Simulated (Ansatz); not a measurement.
`N[SiH](Br)CO` and `N[SiH](F)Br` differ in one atom or group.

Ansatz, PBE0-D4/def2-TZVP geometries, multiplicity 1. Each molecule was computed in one conformer, which needn't be the lowest.

Scalar relativity is left out up to krypton. Spin–orbit coupling is left out; it splits and shifts lone-pair levels of the heavy atoms by tenths of an eV.

```csv
property,`N[SiH](Br)CO`
HOMO–LUMO gap (PBE0/def2-TZVPP) / eV,7.89
HOMO energy (PBE0/def2-TZVPP) / eV,-7.62
HOMO–LUMO gap (ωB97M-V/def2-TZVPP) / eV,11.81
size of the dipole moment (PBE/def2-TZVPP) / D,1.39
size of the dipole moment (ωB97M-V/def2-TZVPP) / D,1.45
LUMO energy (B3LYP/def2-TZVPP) / eV,-0.01
```

Problem. Give the same properties after the change, and the shifts. (An estimate is asked.)

Solution. Ansatz gave: 
```csv
property,`N[SiH](F)Br`,shift
HOMO–LUMO gap (PBE0/def2-TZVPP) / eV,8.81,0.92
HOMO energy (PBE0/def2-TZVPP) / eV,-8.23,-0.61
HOMO–LUMO gap (ωB97M-V/def2-TZVPP) / eV,12.62,0.81
size of the dipole moment (PBE/def2-TZVPP) / D,2.47,1.08
size of the dipole moment (ωB97M-V/def2-TZVPP) / D,2.53,1.08
LUMO energy (B3LYP/def2-TZVPP) / eV,0.27,0.28
```

With PBE0 the HOMO falls by 0.61 eV and the LUMO rises by 0.32 eV, so the gap widens by about 0.93 eV. PBE moves the HOMO by -0.67 eV and ωB97M-V by -0.61 eV. Dipoles are sizes alone; their direction can turn.

B3LYP here is the variant with VWN-RPA as its local correlation; programs differ in this.
